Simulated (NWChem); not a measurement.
Program: NWChem. System: C$_{2}$H$_{4}$Si, charge 0, spin multiplicity 1, at a geometry optimised with PBE/def2-SVP. The structure started from a generated list of species. Level: MP2/aug-pcseg-1, 7 core orbitals frozen.

Output (cleaned and shortened):

```
             Northwest Computational Chemistry Package (NWChem) 7.3.0
             --------------------------------------------------------

                                NWChem Input Module
                                -------------------

 Scaling coordinates for geometry "geometry" by  1.889725989
 (inverse scale =  0.529177249)

 Turning off AUTOSYM since
 SYMMETRY directive was detected!

                             Geometry "geometry" -> ""
                             -------------------------

 Output coordinates in angstroms (scale by  1.889725989 to convert to a.u.)

  No.       Tag          Charge          X              Y              Z
 ---- ---------------- ---------- -------------- -------------- --------------
    1 Si                  14.0000     0.95336300    -0.48258900     0.00000000
    2 C                    6.0000    -0.68625800     0.34751400     0.00000000
    3 C                    6.0000    -1.78246100     0.90222800     0.00000000
    4 H                    1.0000     1.08497200    -1.34213600     1.22524500
    5 H                    1.0000     1.08497200    -1.34213600    -1.22524500
    6 H                    1.0000     2.04371900     0.55109500     0.00000000
    7 H                    1.0000    -2.74842600     1.39097600     0.00000000

 Effective nuclear repulsion energy (a.u.)      82.0079488343

            Nuclear Dipole moment (a.u.)
            ----------------------------
        X                 Y               Z
 ---------------- ---------------- ----------------
     0.0000094486     0.0000094486     0.0000000000

      Symmetry information
      --------------------

 Group name             Cs
 Group number              2
 Group order               2
 No. of unique centers     6

      Symmetry unique atoms

     1    2    3    4    6    7


 Summary of "ao basis" -> "" (spherical)
 ------------------------------------------------------------------------------
       Tag                 Description            Shells   Functions and Types
 ---------------- ------------------------------  ------  ---------------------
 *                        aug-pcseg-1                 on all atoms

 Summary of "ao basis" -> "ao basis" (spherical)
 ------------------------------------------------------------------------------
       Tag                 Description            Shells   Functions and Types
 ---------------- ------------------------------  ------  ---------------------
[...]
    2 C    6     6.68   2.00  0.73  0.83  0.10  1.96  1.09  0.01  0.03 -0.06
    3 C    6     6.39   2.00  0.73  0.65  0.18  1.93  0.96 -0.01  0.03 -0.07
    4 H    1     1.24   0.76  0.44  0.03  0.01  0.01
    5 H    1     1.24   0.76  0.44  0.03  0.01  0.01
    6 H    1     1.24   0.76  0.44  0.03  0.01  0.01
    7 H    1     0.66   0.73 -0.03  0.04  0.02 -0.10

       Multipole analysis of the density wrt the origin
       ------------------------------------------------

     L   x y z        total         open         nuclear
     -   - - -        -----         ----         -------
     0   0 0 0     -0.000000      0.000000     30.000000

     1   1 0 0     -0.172975      0.000000      0.000009
     1   0 1 0      0.087468      0.000000      0.000009
     1   0 0 1     -0.000000      0.000000      0.000000

     2   2 0 0    -16.805948      0.000000    173.904686
     2   1 1 0     -2.376084      0.000000    -82.599607
     2   1 0 1     -0.000000      0.000000      0.000000
     2   0 2 0    -20.299270      0.000000     52.531628
     2   0 1 1      0.000000      0.000000      0.000000
     2   0 0 2    -21.501654      0.000000     10.721944

                   NWChem MP2 Semi-direct Energy/Gradient Module
                   ---------------------------------------------

  Basis functions       =    109
  Molecular orbitals    =    109
  Frozen core           =      7
  Frozen virtuals       =      0
  Active alpha occupied =      8
  Active beta occupied  =      8
  Active alpha virtual  =     94
  Active beta virtual   =     94
  Use MO symmetry       = T
  Use skeleton AO sym   = T

  AO/Fock/Back tols     =   1.0D-09  1.0D-09  1.0D-09

 GA uses MA = F    GA memory limited = T

 Available:
  local mem=  1.26D+08
 global mem=  1.44D+08
 local disk=  0.00D+00
  mp2_memr nvloc                    94
  nvloc new                    94
   1 passes of   8:        3145728                      43413                  15141305.
   1 passes of   8: M    126150755           G      144155438           F     123005027.

 Semi-direct pass number   1 of   1  for RHF alpha+beta  at        2.1s
  vrange nnbf                  5914
  mp2_eaftype                    57  avail_ma_in_mb                  1099
 EAF : mp2_eaftype filesize          57    7570652.
  mp2_eaf for mointskh                     57
Node 0 wrote     35.6 Mb in      0.0 s     Agg I/O rate:  3416.8 Mb/s
 Done moints_semi at        4.6s
  mp2_eaftype                    57  avail_ma_in_mb                  1042
 EAF : mp2_eaftype filesize          57    7570652.
  mp2_eaf for kh                    57
 Done maket at        4.7s
 Done multipass loop at        4.7s

          -------------------------------------------
          SCF energy                -366.891819352041
          Correlation energy          -0.365276592135
          Singlet pairs               -0.244562470978
          Triplet pairs               -0.120714121157
          Total MP2 energy          -367.257095944175
          -------------------------------------------

          ---------------------------------------------------
                    Spin Component Scaled (SCS) MP2
          Same spin pairs                     -0.080476080771
          Same spin scaling factor             0.333333333333
          Opposite spin pairs                 -0.284800511364
          Opposite spin scaling fact.          1.200000000000
          SCS-MP2 correlation energy          -0.368585973893
          Total SCS-MP2 energy              -367.260405325934
          ---------------------------------------------------

 -----------------------
 Performance information
 -----------------------

 Timer overhead =  1.50D-07 seconds/call

               Nr. of calls         CPU time (s)                 Wall time (s)                GFlops
             ---------------    -------------------     ------------------------------   -------------------
Name         Min   Avg   Max    Min     Avg     Max     Min     Avg     Max   Mx/calls   Min     Max     Sum
mp2: moin     1     1     1    2.5     2.5     2.5      2.5     2.5     2.5     2.5      0.0     0.0     0.0
mp2: make     1     1     1   0.11    0.11    0.11     0.11    0.11    0.11    0.11      0.0     0.0     0.0
mp2: tota     1     1     1    2.7     2.7     2.7      2.7     2.7     2.7     2.7      0.0     0.0     0.0

 The average no. of pstat calls per process was 3.00D+00
 with a timing overhead of 4.50D-07s

 Task  times  cpu:        4.7s     wall:        4.7s

 Total times  cpu:        4.8s     wall:        4.8s
```

Q: Write an NWChem input that would produce this output.

A: This is not unique; one that fits is 
```
start mol
memory heap 200 mb stack 900 mb global 1100 mb
geometry units angstroms nocenter noautoz
  Si     0.953363    -0.482589     0.000000
  C     -0.686258     0.347514     0.000000
  C     -1.782461     0.902228     0.000000
  H      1.084972    -1.342136     1.225245
  H      1.084972    -1.342136    -1.225245
  H      2.043719     0.551095     0.000000
  H     -2.748426     1.390976     0.000000
  symmetry group Cs
end
basis spherical
  * library aug-pcseg-1
end
scf
  rhf
  nopen 0
  maxiter 100
  thresh 1e-7
  semidirect memsize 60000000 filesize 0
end
mp2
  freeze core 7
end
task mp2 energy
```
